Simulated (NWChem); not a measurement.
# CH$_{5}$NSSe; SMILES CS[Se]N

```xyz
9

Se    -0.3624     0.8025    -0.1166
N      1.3221     1.4212     0.4486
H      1.2016     2.1503     1.1475
H      1.8275     1.7956    -0.3507
S     -0.3333    -1.2990     0.5865
C      0.6215    -2.1703    -0.7185
H      0.1508    -2.0498    -1.6967
H      0.6221    -3.2303    -0.4438
H      1.6506    -1.8062    -0.7447
```
Atoms are numbered in this order, from 1.

Computed with NWChem. Geometry: optimised at B3LYP/6-31G* (spherical d). Vzz is the largest principal value of the second derivative of the potential at the nucleus (NWChem prints the opposite sign); η is the asymmetry. Non-relativistic.

**Question.** Predict the results for CAM-B3LYP/def2-TZVP. Quantities: Vzz Se1 (a.u.); η Se1; Vzz N2 (a.u.); η N2; Vzz S5 (a.u.); η S5.

**Answer.** 
- Vzz Se1 (a.u.): -7.616
- η Se1: 0.37
- Vzz N2 (a.u.): -0.981
- η N2: 0.38
- Vzz S5 (a.u.): -3.111
- η S5: 0.61
